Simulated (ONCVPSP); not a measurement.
# What one change does to a pseudopotential (Al (Z = 13), ONCV)

```
Element                 : Al (Z = 13)
Generator               : ONCVPSP 4.0.1
Type                    : optimised norm-conserving Vanderbilt (ONCV)
Functional              : PBE
Relativity              : scalar-relativistic
Frozen core             : [Ne]
Valence charge          : 3
Reference configuration : 3s1 (charge +2)
Partial waves           : 3s: rc 1.90 bohr, ncon 4, nbas 9, qcut 4.2 1/bohr, 1 projector; p scattering state at 0.11 Ha: rc 1.55 bohr, ncon 4, nbas 7, qcut 4.4 1/bohr, local; d scattering state at 0.32 Ha: rc 2.00 bohr, ncon 3, nbas 6, qcut 5.5 1/bohr, 3 projectors, debl 3.4 Ha
Local potential         : the p channel
Core correction         : Teter function fitted to the true core (icmod 2), fcfact 0.2
```

In the p channel the program set the typed energies aside and used 0.050 Ha. In the d channel the program set the typed energies aside and used 0.050, 3.450, 6.850 Ha.

All-electron outer shells of the reference configuration (PBE, scalar-relativistic, ld1.x):

```
shell  level (eV)  outermost node (bohr)  outermost maximum (bohr)
   2p      -90.26                      –                      0.43
   3s      -23.75                   0.79                      1.91
```

Change: s: qcut 5.2; p: qcut 5.4; d: qcut 6.8.

Cutoffs: the cutoffs (Ha) at which the residual kinetic energy of the hardest occupied pseudo-wave falls to 1 and 0.1 mHa per electron; they do not see the model core or the augmentation charge, which bear on the density cutoff. Errors are all-electron minus pseudo energies relative to the spin-unpolarised reference configuration.

Task: How do hardness, ghosts and transferability respond?

Result: The potential gets harder (6.5 Ha and 8.5 Ha → 7.2 Ha and 9.4 Ha); the errors of the 4 common tests hardly move; neither file shows a bound ghost.

| quantity | base | changed |
| --- | --- | --- |
| cutoff, loose | 6.5 Ha | 7.2 Ha |
| cutoff, tight | 8.5 Ha | 9.4 Ha |
| bound ghosts | none | none |
| GHOST(+) flags under 300 eV | none | none |
| error for 3s2 3p1, meV [ΔE -24.99 eV] | +160 | +161 |
| error for 3s2, meV [ΔE -19.23 eV] | +53 | +54 |
| error for 3s2 3p0.5, meV [ΔE -22.90 eV] | +116 | +117 |
| error for 3s1 3p2, meV [ΔE -19.85 eV] | +216 | +219 |
| s: phases at 1.93 bohr within 0.05 rad from the reference energy up to (Ha; the scan ends near 5) | 1.5 | 1.6 |
| p: phases at 1.57 bohr within 0.05 rad from the reference energy up to (Ha; the scan ends near 5) | 2.5 | 2.4 |
| d: phases at 2.03 bohr within 0.05 rad from the reference energy up to (Ha; the scan ends near 5) | to the end of the scan | to the end of the scan |
| rms error of d²Exc/dni dnj with the model core, mHa | 14.56 | 14.77 |

Base: The cutoffs count occupied waves only; projector 2 of the d channel, the hardest unoccupied one, needs 27 Ha at the loose tolerance. Changed file: The cutoffs count occupied waves only; projector 2 of the d channel, the hardest unoccupied one, needs 20 Ha at the loose tolerance.
